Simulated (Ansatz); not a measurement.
Consider the formal exchange of groups at a C–S bond: `CCS[Si](O)(O)O` + `OP[SiH3]` → `CC[SiH2]PO` + `O[Si](O)(O)S`.

Gas-phase electronic energies from Ansatz, PBE0-D4/def2-TZVP geometries. CBS: MP2 limit from def2 TZ/QZ plus the TZ coupled-cluster correction, frozen cores. DFT in def2-TZVPP. B3LYP here is the variant with VWN-RPA as its local correlation; programs differ in this. Each species was taken in one conformer, which may not be the lowest.

`CCS[Si](O)(O)O`:

```xyz
15

C    -2.078   -0.265    0.857
C    -0.675   -0.485    1.380
S     0.386   -1.422    0.220
Si    1.222    0.150   -0.910
O     2.037   -0.544   -2.145
O     0.021    1.162   -1.361
O     2.288    1.096   -0.109
H    -2.564   -1.217    0.633
H    -2.060    0.334   -0.053
H    -2.680    0.257    1.607
H    -0.182    0.459    1.617
H    -0.682   -1.082    2.294
H     1.570   -1.201   -2.663
H     0.283    2.070   -1.524
H     3.113    0.687    0.157
```

`OP[SiH3]`:

Cartesian coordinates in Å:
```
O 1.271 0.782 -1.153
P 1.182 -0.222 0.173
Si -1.041 -0.104 0.560
H 2.089 1.283 -1.114
H 1.068 -1.480 -0.490
H -1.366 -1.213 1.497
H -1.847 -0.241 -0.681
H -1.357 1.195 1.209
```

`CC[SiH2]PO`:

Z-matrix (Å, degrees):
```
C
C 1 1.524
H 1 1.093 2 111.6
H 1 1.093 2 111.3 3 120.1
H 1 1.092 2 111.1 3 -120.1
Si 2 1.878 1 114.3 3 57.3
H 2 1.095 1 110.4 3 178.4
H 2 1.096 1 110.8 3 -64.2
P 6 2.262 2 112.8 1 57.8
H 6 1.492 2 111.7 1 -60.4
H 6 1.489 2 110.2 1 179.0
O 9 1.672 6 98.0 2 38.0
H 9 1.428 6 92.9 2 -61.9
H 12 0.960 9 109.1 6 147.4
```

`O[Si](O)(O)S`:

```xyz
9

O     1.424    0.564   -0.475
Si    0.025   -0.064    0.073
O    -0.431    0.876    1.325
O     0.113   -1.591    0.650
S    -1.316   -0.132   -1.572
H     1.973    1.001    0.179
H    -1.172    0.578    1.854
H     0.304   -2.288    0.021
H    -0.920    1.057   -2.055
```

| level | ΔE (kJ/mol) | difference from CCSD(T)/CBS |
| --- | --- | --- |
| PBE-D4 | -39.8 | 2.4 |
| B3LYP-D4 | -39.9 | 2.3 |
| ωB97X-V | -41.2 | 1.0 |
| ωB97M-V | -43.9 | -1.7 |
| r2SCAN | -42.6 | -0.4 |
| PBE0 | -42.4 | -0.2 |
| B3LYP | -40.8 | 1.4 |
| HF/def2-TZVPP | -40.6 | 1.6 |
| MP2/def2-TZVPP | -43.5 | -1.3 |
| CCSD(T)/def2-TZVPP | -43.0 | -0.8 |
| HF/def2-QZVPP | -40.3 | 1.9 |
| MP2/def2-QZVPP | -42.9 | -0.7 |
| SCS-MP2/def2-QZVPP | -40.9 | 1.3 |
| HF/CBS(def2) | -40.3 | 1.9 |
| MP2/CBS(def2) | -42.7 | -0.5 |
| CCSD/CBS(def2) | -43.5 | -1.3 |
| CCSD(T)/CBS | -42.2 | 0 |

Largest T1 diagnostic among the species: 0.013.
